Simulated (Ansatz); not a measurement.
`c1coc(-c2ccc(-c3ccc(-c4ccc(-c5ccc(-c6ccc(-c7ccc(-c8ccc(-c9ccc(-c%10ccco%10)o9)o8)o7)o6)o5)o4)o3)o2)c1`. Charge 0, multiplicity 3. Geometry r2SCAN-D4/def2-SVP, that of the neutral singlet.

Cartesian coordinates in Å:
```
C -2.042 12.266 4.090
C -1.794 11.180 3.292
O -1.772 10.044 4.032
C -2.003 10.395 5.327
C -2.026 9.350 6.308
C -2.229 9.357 7.677
C -2.133 8.010 8.103
C -1.879 7.258 6.968
C -1.684 5.857 6.760
C -1.684 4.772 7.622
C -1.433 3.627 6.828
C -1.294 4.079 5.527
C -1.034 3.423 4.289
C -0.897 3.881 2.990
C -0.644 2.739 2.190
C -0.644 1.652 3.047
C -0.451 0.254 2.850
C -0.453 -0.829 3.712
C -0.200 -1.974 2.917
C -0.061 -1.523 1.616
C 0.199 -2.184 0.381
C 0.339 -1.737 -0.922
C 0.590 -2.885 -1.714
C 0.589 -3.965 -0.848
C 0.781 -5.363 -1.043
C 0.781 -6.449 -0.185
C 1.032 -7.589 -0.987
C 1.172 -7.132 -2.288
C 1.432 -7.796 -3.525
C 1.635 -9.128 -3.853
C 1.847 -9.168 -5.251
C 1.761 -7.859 -5.699
C 1.884 -7.270 -6.995
C 2.130 -7.802 -8.250
C 2.139 -6.710 -9.155
C 1.895 -5.579 -8.399
C 1.781 -4.191 -8.721
C 1.538 -3.066 -7.960
C 1.544 -1.967 -8.871
C 1.791 -2.496 -10.110
O 1.935 -3.844 -10.030
O 1.741 -5.918 -7.090
O 1.509 -7.030 -4.649
O 1.018 -5.778 -2.318
O 0.351 -3.540 0.426
O -0.213 -0.167 1.575
O -0.881 2.068 4.325
O -1.447 5.433 5.487
O -1.814 8.075 5.880
C -2.177 11.763 5.417
H -2.117 13.303 3.767
H -1.622 11.053 2.226
H -2.422 10.233 8.293
H -2.238 7.629 9.118
H -1.847 4.808 8.698
H -1.360 2.591 7.152
H -0.972 4.919 2.675
H -0.480 2.698 1.115
H -0.617 -0.783 4.787
H -0.126 -3.010 3.239
H 0.267 -0.702 -1.248
H 0.754 -2.938 -2.788
H 0.618 -6.411 0.890
H 1.105 -8.625 -0.660
H 1.631 -9.968 -3.161
H 2.040 -10.046 -5.865
H 2.286 -8.854 -8.482
H 2.302 -6.735 -10.230
H 1.377 -3.049 -6.884
H 1.387 -0.915 -8.637
H 1.889 -2.068 -11.105
H -2.377 12.329 6.324
```

Single mean-field runs in def2-SVP are fitted with def2-universal-jkfit. At PBE0-D4/def2-SVP a singlet of charge 0 lies 1.89 eV below the triplet at the same geometry.

Question: Estimate the α-spin orbital energies around the gap (eV) in Ansatz with PBE-D4/def2-SVP, PBE0-D4/def2-SVP.

Answer: 
```csv
orbital,PBE-D4/def2-SVP,PBE0-D4/def2-SVP
HOMO−5,-5.81,-6.91
HOMO−4,-5.33,-6.34
HOMO−3,-4.86,-5.82
HOMO−2,-4.43,-5.23
HOMO−1,-4.16,-4.95
HOMO,-2.53,-2.96
LUMO,-2.24,-1.78
LUMO+1,-1.88,-1.37
LUMO+2,-1.51,-0.89
LUMO+3,-1.17,-0.46
LUMO+4,-0.86,-0.06
LUMO+5,-0.62,0.25
β HOMO,-4.30,-4.96
β LUMO,-3.97,-3.74
```
